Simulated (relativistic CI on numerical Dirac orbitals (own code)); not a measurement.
## One change at a time: Ga IV

Base calculation: Dirac-Coulomb-Breit CI, orbitals from a KLI potential per configuration, model QED (radiative potential, 1s self-energy scaled to tabulated hydrogen-like ionisation energies), valence Slater integrals scaled by 0.85, P86 correlation energy added to each configuration.

CI space (outside the closed core [Ar]): 3d¹⁰, 3d⁹4s, 3d⁹4p, 3d⁹4d, 3d⁹5s, 3d⁸4s², 3d⁹5p, 3d⁹4f, 3d⁹5d, 3d⁹6s, 3d⁸4s4p, 3d⁹6p, 3d⁹5f, 3d⁹5g, 3d⁹6d, 3d⁹6f, 3d⁸4p², 3d⁸4s4d. Levels of other configurations are missing.

The lowest level and the first level of each name with at least 55 % of one term (blank where a level has no safe partner in the second run):

| Level | Base (cm⁻¹) | Shift (cm⁻¹) |
| --- | --- | --- |
| 3d¹⁰ ¹S0 | 0.0 | 0.0 |
| 3d⁹4s ³D3 | 145220.5 | -6301.4 |
| 3d⁹4s ³D2 | 146617.6 | -6302.3 |
| 3d⁹4s ³D1 | 148698.9 | -6301.7 |
| 3d⁹4s ¹D2 | 151442.2 | -6306.4 |
| 3d⁹4p ³P°2 | 219287.0 | -7171.0 |
| 3d⁹4p ³P°1 | 222216.5 | -7171.1 |
| 3d⁹4p ³F°3 | 222521.2 | -7170.9 |
| 3d⁹4p ³F°4 | 223598.0 | -7169.6 |
| 3d⁹4p ³P°0 | 223968.1 | -7171.0 |
| 3d⁹4p ³F°2 | 224787.8 | -7169.8 |
| 3d⁹4p ¹F°3 | 227711.2 | -7173.9 |
| 3d⁹4p ¹D°2 | 228321.7 | -7172.3 |
| 3d⁹4p ³D°3 | 229221.5 | -7174.0 |

For a near-neutral ion this model can misplace configurations by up to about 10,000 cm⁻¹ (more where the count of f electrons changes) and terms by 10 to 25 % of their spread. Rates follow the energies as ν³ (E1, M1) or ν⁵ (E2), so they and the lifetimes can be off by large factors. The fine structure of a lone outer electron comes out too small, for d and f at times inverted, and misplaced configurations move strength between like terms. 51 of the 69 excited levels that our extract of the measured tables holds in this range could be paired (the sources list more); they are missed by 7827 cm⁻¹ on average and 11053 at most, and levels without a partner can miss by more.

(1) One thing was changed in a second run, which moved the levels as shown. Which?
A. non-relativistic limit
B. no correlation estimate
C. QED terms removed
D. configuration mixing switched off
E. Breit term removed
F. valence Slater integrals scaled by 0.75

Answers

(1) B. No correlation estimate. A correlation estimate moves all levels of a configuration together before mixing; mixed levels move by a weighted share.

LS names give the leading component of a level, which can be under half, so a name can repeat, a term be missing and a line seem to break the LS rules.
